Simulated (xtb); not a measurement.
C2H11FSi3, SMILES F[SiH2][SiH2]CC[SiH3]. All values are semi-empirical tight-binding results from xtb (GFN2-xTB unless named), good for trends rather than for accurate numbers. Geometry: GFN2-xTB. The structure was generated by enumeration, and PubChem lists no compound with its InChIKey, so it may never have been made. The values are those of a single conformer.

Optimised geometry:

```xyz
17

F      2.6628     1.7704     0.1944
Si     2.6628     0.1622     0.0178
Si     0.5220    -0.6051     0.3985
C     -0.6380    -0.0665    -1.0153
C     -2.0365    -0.6842    -0.9860
Si    -3.1537    -0.0993     0.4379
H      3.6805    -0.2524     0.9788
H      3.2102     0.0073    -1.3288
H     -0.0316    -0.1383     1.6788
H      0.5155    -2.0774     0.4540
H     -0.7286     1.0227    -1.0158
H     -0.1600    -0.3280    -1.9659
H     -1.9444    -1.7721    -0.9534
H     -2.5395    -0.4526    -1.9301
H     -3.0822     1.3602     0.5441
H     -2.7430    -0.7113     1.7025
H     -4.5313    -0.4982     0.1357
```

A frequency run showed that this geometry is not a minimum.

```json
{
  "orbital_gap": "4.39 eV",
  "dipole_moment": "1.87 D",
  "static polarisability (D4 model)": "112.6 bohr³",
  "solvation energy, GFN2-xTB/ALPB(water)": "-0.1 kcal/mol",
  "solvation energy, GFN2-xTB/ALPB(methanol)": "-3.6 kcal/mol"
}
```

Computed atomic charges and the Wiberg bond orders between heavy atoms:
charges (e) F1 -0.30, Si2 0.45, Si3 0.38, C4 -0.15, C5 -0.15, Si6 0.44, H7 -0.10, H8 -0.09, H9 -0.10, H10 -0.12, H11 0.01, H12 0.01, H13 0.00, H14 0.01, H15 -0.10, H16 -0.10, H17 -0.10. Bond orders F1–Si2 1.09, Si2–Si3 0.82, Si3–C4 0.91, C4–C5 1.03, C5–Si6 0.90.
